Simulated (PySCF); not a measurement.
Vertical excitations of a molecule C4H8OSi from TDDFT-PBE/def2-SVPD (PySCF), as energy in eV (oscillator strength): 4.03 (0.000), 5.35 (0.013), 5.62 (0.022), 5.78 (0.006), 5.85 (0.002), 6.14 (0.002), 6.32 (0.094), 6.47 (0.002), 6.80 (0.020), 6.95 (0.007). Lowest triplet (TDA): 3.55 eV. The structure is a stationary point at B3LYP-D3(BJ)/def2-SVP. The values are those of a single conformer.

Task: Which molecule gave these data?
(A) C=C=C[SiH2]OC
(B) C[SiH]1CC(=O)C1
(C) C=C=CO[SiH2]C
(D) C=C[SiH]1COC1

Result: B, C[SiH]1CC(=O)C1
